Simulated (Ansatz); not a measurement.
`N[SiH2]O[Si](N)(O)O` + `O[SiH3]` → `N[Si](O)(O)O` + `N[SiH2]O[SiH3]`  (redistribution)

Program: Ansatz. Geometries: PBE0-D4/def2-TZVP. ΔE: electronic, gas phase. CCSD(T)/CBS is the MP2 limit (def2-TZVPP, def2-QZVPP) plus CCSD(T) − MP2 in def2-TZVPP, frozen cores. Functionals use def2-TZVPP. B3LYP here is the variant with VWN-RPA as its local correlation; programs differ in this. One conformer a species, not always the lowest.

`N[SiH2]O[Si](N)(O)O`:

Z-matrix (Å, degrees):
```
Si
O 1 1.633
N 1 1.732 2 110.3
H 1 1.484 2 107.9 3 121.9
H 1 1.483 2 109.4 3 -117.1
Si 2 1.642 1 131.6 3 -11.8
H 3 1.008 1 118.1 2 -129.1
H 3 1.009 1 119.0 2 92.5
N 6 1.704 2 106.7 1 -76.1
O 6 1.631 2 109.7 1 162.8
O 6 1.633 2 109.9 1 43.8
H 9 1.008 6 118.2 2 170.1
H 9 1.008 6 118.5 2 -52.2
H 10 0.958 6 116.7 2 -69.9
H 11 0.968 6 111.0 2 -38.1
```

`O[SiH3]`:

```xyz
6

O     0.380    0.033    1.224
Si   -0.246   -0.092   -0.296
H     1.221    0.478    1.326
H    -0.486    1.246   -0.903
H    -1.529   -0.815   -0.148
H     0.660   -0.850   -1.202
```

`N[Si](O)(O)O`:

Z-matrix (Å, degrees):
```
Si
O 1 1.640
O 1 1.634 2 107.2
N 1 1.697 2 118.5 3 -116.5
O 1 1.642 2 103.3 3 123.0
H 2 0.958 1 115.6 3 -137.8
H 3 0.958 1 115.3 2 27.2
H 4 1.006 1 119.6 2 84.0
H 4 1.006 1 121.3 2 -63.9
H 5 0.958 1 115.8 2 173.3
```

`N[SiH2]O[SiH3]`:

Z-matrix (Å, degrees):
```
Si
O 1 1.640
N 1 1.701 2 114.3
H 1 1.483 2 107.7 3 119.4
H 1 1.484 2 107.7 3 -119.4
Si 2 1.630 1 148.8 3 178.7
H 3 1.007 1 121.3 2 -75.2
H 3 1.007 1 121.3 2 75.3
H 6 1.484 2 108.5 1 -179.2
H 6 1.487 2 110.5 1 61.0
H 6 1.487 2 110.5 1 -59.4
```

CCSD(T)/CBS gives +2.2 kJ/mol.

Problem. Another level gave +0.3 kJ/mol. Which?
A. HF/def2-TZVPP
B. PBE-D4/def2-TZVPP
C. B3LYP/def2-TZVPP
D. SCS-MP2/def2-TZVPP

Solution. D. SCS-MP2/def2-TZVPP 0.3, PBE-D4 6.6, HF/def2-TZVPP -10.6, B3LYP -3.9 kJ/mol.

Largest T1 diagnostic among the species: 0.011.

In def2-TZVPP, CCSD(T) changes the Hartree–Fock value by +13.9 kJ/mol (the triples alone add +2.7 kJ/mol) and MP2 by +13.3 kJ/mol. The D4 term adds +7.6 kJ/mol with B3LYP and +4.5 kJ/mol with PBE0; it sums over pairs of atoms, weighted by their polarisabilities, and B3LYP, whose exchange is more repulsive, gets the larger term.
